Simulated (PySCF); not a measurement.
Compound: C₅H₄F₃N.
Atom-mapped SMILES: `[H]/[N:4]=[C:3](/[CH:2]=[CH2:1])[C:5]([F:6])=[C:7]([F:8])[F:9]` (hydrogens: H10, H11 on C1; H12 on C2; H13 on N4)

Structure used (PBE0-D3(BJ)/def2-SVP), in Å, numbered top down from 1:
```
atom  x, y, z in Å
C1     2.5461    0.1718   -0.3121
C2     1.3649   -0.4339   -0.4597
C3     0.0881    0.2439   -0.1256
N4     0.0987    1.4532    0.2870
C5    -1.1215   -0.5904   -0.3183
F6    -0.9328   -1.8667   -0.6719
C7    -2.3997   -0.2034   -0.1917
F8    -2.7732    1.0044    0.1478
F9    -3.4192   -0.9875   -0.3897
H10    2.5933    1.1966    0.0665
H11    3.4782   -0.3383   -0.5649
H12    1.3072   -1.4574   -0.8342
H13   -0.8362    1.8064    0.4887
```

All values: wB97X-D/def2-SVPD (PySCF, non-relativistic), on one gas-phase PBE0-D3(BJ)/def2-SVP geometry that isn't relaxed in the solvent. The solvent is an IEF-PCM continuum (van der Waals radii × 1.2), and excitations are vertical TDDFT with non-equilibrium linear response and a frozen core. The model holds no explicit solvent molecules, cavitation or dispersion.

```tsv
run	E − E(gas) (kJ/mol)	HOMO (eV)	HOMO–LUMO gap (eV)	dipole (D)	lowest singlet (eV)	static polarisability (au)
gas	0.00	-9.33	8.91	0.55	4.42	72.5
P	-7.81	-9.29	8.91	0.71	4.47	82.4
Q	-18.37	-9.27	8.89	0.98	4.56	96.8
```

Problem. The runs were made in benzene and dimethylsulfoxide. Which run belongs to which solvent?

Solution. P = benzene, Q = dimethylsulfoxide. The dielectric constants are 2.271 (benzene), 46.83 (dimethylsulfoxide), and the energy falls further as ε rises. The optical constants n² used for the excitations are 2.25, 2.19 in the same order. In this model the ground state sees the solvent through ε alone.

Problem. How constant is the ratio of the lowering to (ε − 1)/(2ε + 1)?

Solution. 
```tsv
solvent	(ε − 1)/(2ε + 1)	E − E(gas) (kJ/mol)	ratio (kJ/mol)	polarisation term (kJ/mol)
benzene	0.229	-7.81	-34.1	-8.30
dimethylsulfoxide	0.484	-18.37	-37.9	-21.35
```

The ratio changes by +11.4 % in size from benzene to dimethylsulfoxide. The polarisation term is half the interaction of the solute with the induced surface charges.

The pairwise dispersion term of wB97X-D wasn't added to the energies; at a given geometry it leaves orbitals and properties as they are.
